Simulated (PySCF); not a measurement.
(E)-1-bromo-2-chloro-1-fluoroethene (C2HBrClF), SMILES Cl/C=C(/Br)F. Atoms are numbered in the order given.

```xyz
6

F     -1.5607     0.3731     0.0000
C     -0.2619     0.1389     0.0000
Br     0.1797    -1.6781     0.0000
C      0.6553     1.1050     0.0000
Cl     0.2161     2.7669     0.0000
H      1.7207     0.8755     0.0000
```
Charge 0, spin multiplicity 1.

Geometry optimised at ωB97X-D3(BJ)/def2-SVP.

All values below come from PySCF with ωB97X-D3(BJ)/def2-SVP.

Frequencies are harmonic and unscaled.

Q: List the normal modes with their intensities. (The exact figures need the calculation; the answer reports its results.)

A: 
```tsv
mode	ν (cm⁻¹)	IR (km/mol)	Raman (Å⁴/amu)	depolarisation	moving atoms (share of kinetic energy)
1	180	1.5	0.1	0.75	F 40 %, C 26 %, Cl 25 %
2	183	0.5	0.4	0.75	C 66 %, Cl 18 %, H 9 %
3	285	0.3	4.8	0.40	Cl 53 %, Br 21 %, F 15 %, C 10 %
4	361	0.4	2.6	0.38	F 56 %, Br 32 %, C 8 %
5	557	0.0	5.1	0.75	C 84 %, F 9 %
6	808	69.0	3.9	0.12	C 70 %, F 22 %
7	818	26.6	4.2	0.75	H 78 %, C 21 %
8	872	51.5	4.3	0.21	C 69 %, Cl 20 %
9	1131	105.2	9.8	0.38	H 45 %, C 34 %, F 20 %
10	1325	47.0	1.2	0.70	H 46 %, C 44 %, F 10 %
11	1775	64.1	39.2	0.23	C 96 %
12	3280	15.1	49.8	0.28	H 91 %, C 9 %
```
